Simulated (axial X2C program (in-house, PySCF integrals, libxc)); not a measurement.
## What spin–orbit coupling does to PbSi⁺

Calculated with an axial X2C code built on PySCF integrals. Spin-free means the one-electron spin-free X2C Hamiltonian; two-component (2c) means X2C with spin–orbit coupling and atomic mean-field two-electron Coulomb and Gaunt terms, so the difference of the two also holds small scalar two-electron terms. Basis: Pb dyall-cv3z [12s14p10d7f1g], Si dyall-v3z [8s7p2d1f] (cores contracted in-house); Gaussian nuclei, density fitting, unrestricted open shells. Masses: Pb 207.977 u, Si 27.977 u.

Spin-free state: M_S = 3/2, Λ = 0 (beyond evenly filled blocks: σα, π+α, π-α); fragments Pb+ + Si.

| level | Re (Å) | ωe (cm⁻¹) | De (eV) | μ (D) |
| --- | --- | --- | --- | --- |
| PBE0 | 2.605 | 288.3 | 2.555 | 2.35 |
| BHandHLYP | 2.600 | 293.5 | 2.119 | 2.45 |

Dipoles are positive if Si is the positive end and refer to the centre of mass.

Two-component determinant lowest at the distance of the search:

Ω = 3/2 (⟨Sz⟩ = 1.28, ⟨Lz⟩ = 0.22 at PBE0); fragments Pb+ + Si.

| level | Re (Å) | ωe (cm⁻¹) | De (eV) | μ (D) |
| --- | --- | --- | --- | --- |
| PBE0 | 2.635 | 248.1 | 1.867 | 2.87 |
| BHandHLYP | 2.690 | 211.2 | 1.462 | 3.23 |

Task: From the two tables, how do the constants change at the PBE0 level (2c against spin-free)?

Result: At the PBE0 level Re goes up by 0.030 Å and ωe decreases by 40.2 cm⁻¹; De is not compared, since the atomic limits differ or miss part of their spin–orbit lowering.

One determinant describes the state; a PBE0 search over occupations chose it and may have missed a lower one. Dissociation energies refer to the lowest single-determinant-based atoms at the same level and basis. Density functionals use the spin component along the axis (collinear). In 2c an atomic determinant is not the ground J level, so De misses part of the atomic spin–orbit lowering. This holds for PBE0, BHandHLYP. PBE0 can misorder states that lie within some tenths of an eV, so this need not be the ground state of the molecule. The nearest other spin-free determinant of the search, M_S = 1/2, Λ = 0, lies 0.40 eV up at the distance of the search. Without a current term, density functionals place determinants with orbital angular momentum somewhat too high. With several unpaired electrons one determinant need not be a pure state. This is the top spin component of a Σ state; components of lower Ω are not single determinants and can lie lower.
